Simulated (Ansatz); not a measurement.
Geometry optimisation, RHF/def2-SVP (Ansatz).

input.yaml

```yaml
crystal:
  periodic: [false, false, false]
  atoms:
    - { symbol: Ge, position_ang: [0.165117, 0.0, -0.108511] }
    - { symbol: H, position_ang: [0.082157, 0.0, 1.43234] }
    - { symbol: F, position_ang: [1.853907, 0.0, -0.489153] }
    - { symbol: H, position_ang: [-0.415033, 1.276334, -0.70001] }
    - { symbol: H, position_ang: [-0.415033, -1.276334, -0.70001] }
    - { symbol: Cl, position_ang: [-2.852086, 0.0, 1.513352] }
    - { symbol: H, position_ang: [-1.666529, 0.0, 2.097191] }
basis:
  gaussian: { orbitals: def2-SVP }
hamiltonian:
  xc: hf
relax:
  f_tol: 0.03
  max_steps: 50
output:
  orbitals: {}
```

Command:

```bash
$ ansatz run input.yaml --threads 1 --pin off --max-ram 2048MiB --backend cpu --events-out ev --progress --plain --runs-dir out
```

Question: Where does it end, and by what steps?

Answer: The forces met the threshold. The force dipped under the threshold on the way, but the program's further checks kept it going. After 9 steps the energy has fallen by 0.203 eV; H7 moved furthest, 1.07 Å.

```csv
step,energy less start (eV),largest force component (eV/Å),accepted
0,0.0000,1.615,yes
1,-0.1208,0.670,yes
2,-0.1522,0.626,yes
3,-0.1838,0.172,yes
4,-0.1946,0.056,yes
5,-0.2009,0.092,yes
6,-0.2027,0.017,yes
7,-0.2028,0.034,yes
8,-0.1976,0.581,no
9,-0.2034,0.008,yes
```

```xyz
7
Properties=species:S:1:pos:R:3
Ge 0.374 0.000 -0.194
H 0.565 0.000 1.321
F 1.969 0.000 -0.871
H -0.301 1.271 -0.698
H -0.301 -1.271 -0.698
Cl -2.991 0.000 1.493
H -2.562 0.000 2.691
```

Time of the run: 20 s on 1 thread of Arm Neoverse V1, with other jobs on the host, peak memory 0.16 GiB.
